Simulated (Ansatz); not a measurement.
Molecule: GaF$_{3}$ (charge 0, singlet). 
Geometry from a B3LYP-D3(BJ)/def2-TZVP (Ansatz, a first-principles code) optimisation:
```xyz
4

Ga     0.0000     0.0000     0.0000
F     -1.4753    -0.9106     0.0081
F      0.0167     1.6178    -0.6231
F      1.4586    -0.7072     0.6150
```

Basis-set convergence of Hartree-Fock and CCSD correlation energies (hartree) with Ansatz. Cores are frozen in the correlated levels unless marked. No spin-orbit coupling. The frozen core is the preceding noble-gas configuration, with the filled d and f shells of earlier blocks. Non-relativistic.

```tsv
basis	functions	E(HF)	E(corr, CCSD)
cc-pVDZ	69	-2221.66258	-0.63376
cc-pVTZ	133	?	?
```

Problem. What belongs in the gaps?

Solution. 
- cc-pVTZ, E(HF): -2221.84532
- cc-pVTZ, E(corr, CCSD): -0.83401
